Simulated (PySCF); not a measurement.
Ligand exchange on a metal centre used in film growth or etching (Ti Br-H). All species are isolated molecules in the gas phase.

Computed with B3LYP-D3(BJ)/def2-TZVP // TPSS-D3(BJ)/def2-SVP in PySCF. All candidates: neutral, multiplicity 1. B3LYP has the VWN-RPA correlation part, as in Gaussian. 

```
Property         Result
-------------  --------
HOMO           -8.50 eV
LUMO           -3.98 eV
HOMO–LUMO gap   4.52 eV
```

Problem. Which member has these values?
A. [Ti(Br)4]
B. [Ti(Br)2(H)2]
C. [Ti(H)4]
D. [Ti(Br)(H)3]

Solution. A, [Ti(Br)4]. The others give [Ti(H)4]: -8.64 eV, -3.23 eV, 5.40 eV; [Ti(Br)(H)3]: -8.79 eV, -3.42 eV, 5.37 eV; [Ti(Br)2(H)2]: -8.83 eV, -3.67 eV, 5.15 eV
